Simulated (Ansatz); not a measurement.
Species: sum formula KOH, net charge 0, singlet state. 
Geometry from a B3LYP-D3(BJ)/def2-TZVP (Ansatz, an electronic-structure program) optimisation:
SMILES: [OH][K]
```xyz
3

K      0.0000     0.0000    -0.7485
O      0.0000     0.0000     1.4737
H      0.0000     0.0000     2.4311
```
Charge 0, spin multiplicity 1.

### Question
Give the harmonic wavenumbers at B3LYP-D3(BJ)/def2-TZVP (Ansatz, finite differences of forces, unscaled).

### Answer
351, 351, 455, 3881 cm⁻¹. Zero-point energy 7.2 kcal/mol.

### Question
From these and the geometry, give the ideal-gas thermochemistry at 298.15 K and 1 atm (rigid rotor, harmonic oscillator).

### Answer
Point group C∞v, rotational symmetry number 1. Rotational constants 8.096, 8.096 GHz. S(trans) 38.00, S(rot) 15.19, S(vib) 3.11, S(elec, spin only) 0.00, S 56.3 cal/(mol K). H(298) - H(0) 2.69 kcal/mol; G - E(el) -6.9 kcal/mol.
